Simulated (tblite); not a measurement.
Species: C₇H₁₅P.
Geometry (GFN2-xTB, Å), atoms numbered from 1 in this order:
```
atom  x, y, z in Å
C1    -0.9807    2.9441   -0.5123
C2    -0.9045    1.6316   -0.6504
P3    -0.6660    0.5052    0.7675
C4    -2.0939   -0.6292    0.3545
C5    -2.1890   -1.8061    1.3154
C6     0.7047   -0.5123    0.0152
C7     2.0060    0.2794   -0.0494
C8     3.1335   -0.5450   -0.6585
H9    -0.9007    3.4101    0.4563
H10   -1.1257    3.6068   -1.3516
H11   -0.9844    1.1688   -1.6303
H12   -1.9977   -0.9802   -0.6776
H13   -3.0023   -0.0236    0.4243
H14   -1.3041   -2.4357    1.2492
H15   -3.0601   -2.4178    1.0849
H16   -2.2793   -1.4507    2.3398
H17    0.8464   -1.3976    0.6411
H18    0.4101   -0.8435   -0.9863
H19    2.2852    0.5959    0.9584
H20    1.8503    1.1831   -0.6449
H21    3.3146   -1.4408   -0.0679
H22    4.0535    0.0336   -0.6952
H23    2.8793   -0.8494   -1.6721
```

Calculated harmonic vibrations of the isolated species, GFN2-xTB (tblite), most abundant isotopes, no scaling. Errors from tens to a few hundred cm⁻¹ against measured bands are possible. One conformer, not necessarily the lowest.

Harmonic wavenumbers (cm⁻¹): 38.8, 57.7, 70.0, 80.9, 127.4, 163.4, 199.2, 227.8, 240.1, 278.5, 314.8, 329.9, 383.3, 544.8, 684.8, 695.0, 733.9, 759.8, 783.5, 854.6, 903.3, 947.5, 988.6, 993.5, 1004.8, 1014.6, 1029.0, 1074.9, 1081.9, 1115.3, 1215.1, 1219.4, 1225.6, 1239.5, 1256.9, 1271.7, 1339.9, 1398.1, 1410.2, 1415.2, 1444.4, 1451.0, 1495.9, 1498.8, 1501.9, 1504.3, 1505.9, 1666.9, 2912.7, 2923.7, 2946.9, 2950.1, 2959.9, 2977.1, 2981.2, 3013.0, 3025.2, 3027.5, 3029.8, 3034.1, 3037.7, 3078.4, 3110.1.

A = 1761, B = 1144, C = 756.8 MHz; mass 130.091 u (most abundant isotopes); point group C1, symmetry number 1.

**Question.** What is the zero-point energy?

**Answer.** ½Σν̃ = 43895 cm⁻¹ = 525.10 kJ/mol.

**Question.** Give the ideal-gas entropy at 200 K and 1 bar in the rigid-rotor, harmonic-oscillator model (classical rotation).

**Answer.** Translation 161.27, rotation 119.43, vibration 109.02: S = 389.7 J/(mol K).

**Question.** And Cp and H(200 K) − H(0)?

**Answer.** Cp = 136.16 J/(mol K), of which vibrations give 102.90 (their classical limit is 63 R = 523.8); H(200 K) − H(0) = 18.02 kJ/mol without the zero-point energy, 11.37 from vibrations.

**Question.** What must be added to the electronic energy to get the Gibbs energy at 200 K and 1 bar?

**Answer.** ZPE + [H(200 K) − H(0)] − T·S = 525.10 + 18.02 − 77.94 = 465.18 kJ/mol.

**Question.** How do the functions run with temperature in this model?

**Answer.** 
| T (K) | S (J/(mol K)) | Cp (J/(mol K)) | H − H(0) (kJ/mol) | G − H(0) (kJ/mol) | ln q(vib) |
| --- | --- | --- | --- | --- | --- |
| 150 | 353.5 | 116.5 | 11.70 | -41.33 | 4.53 |
| 250 | 422.4 | 157.4 | 25.35 | -80.24 | 7.95 |
| 298.15 | 451.9 | 179.5 | 33.45 | -101.29 | 9.50 |
| 400 | 511.4 | 227.1 | 54.18 | -150.38 | 12.68 |
| 600 | 619.0 | 305.1 | 107.81 | -263.62 | 18.69 |
| 900 | 758.9 | 384.0 | 212.08 | -470.93 | 27.16 |

q(vib) and H(0) count from the zero-point level.

**Question.** Which modes carry the vibrational entropy at 200 K?

**Answer.** 38.8 cm⁻¹: 18.95; 57.7 cm⁻¹: 15.68; 70.0 cm⁻¹: 14.11; 80.9 cm⁻¹: 12.93; 127.4 cm⁻¹: 9.32; 163.4 cm⁻¹: 7.43 J/(mol K); the other 57 give 30.59 together.

Hindered rotation and anharmonicity are outside this model. Other conformers, if any are populated, would add a mixing term that is left out. The structure is chiral; the term R ln 2 for an equal mix with its mirror image is left out.
